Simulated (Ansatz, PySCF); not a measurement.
Noncovalent pair: C2H6 (SMILES CC) (first 8 atoms) with C2H6O (SMILES COC); geometry from B3LYP-D3(BJ)/def2-TZVP.
(charge 0, multiplicity 1):
```xyz
17

C     -0.3239     0.7615     0.0300
C      0.1725    -0.6803    -0.0351
H     -1.3851     0.8256    -0.2208
H      0.2178     1.3972    -0.6736
H     -0.1888     1.1746     1.0301
H     -0.3752    -1.3199     0.6602
H      1.2313    -0.7461     0.2239
H      0.0506    -1.1033    -1.0346
C      1.1772    -0.3383     3.6993
O      0.1022     0.5568     3.5189
C     -1.1521    -0.0592     3.7064
H      1.1248    -1.1746     2.9907
H      1.1918    -0.7452     4.7190
H      2.0969     0.2181     3.5250
H     -1.3048    -0.8819     2.9959
H     -1.9160     0.6988     3.5408
H     -1.2548    -0.4562     4.7249
```

Interaction energies are E(AB) − E(A) − E(B) at the monomers' geometry in the complex; basis-set methods are counterpoise corrected. Rows marked so take none.

Rows in 6-31G* carry no dispersion term and start afresh at each structure (6-31G* with six Cartesian d functions).

Programs: Ansatz (an electronic-structure program); PySCF for 6-31G* rows, M06-2X. Values without a source in brackets are computed.

**Question.** What interaction energy does wB97M-V/def2-TZVPPD give?

**Answer.** -1.5 kcal/mol

**Question.** What is the computed interaction energy (B3LYP/6-31G* (no counterpoise))?

**Answer.** -0.7 kcal/mol

**Question.** What is the computed interaction energy (M06-2X/def2-TZVPPD)?

**Answer.** -1.2 kcal/mol
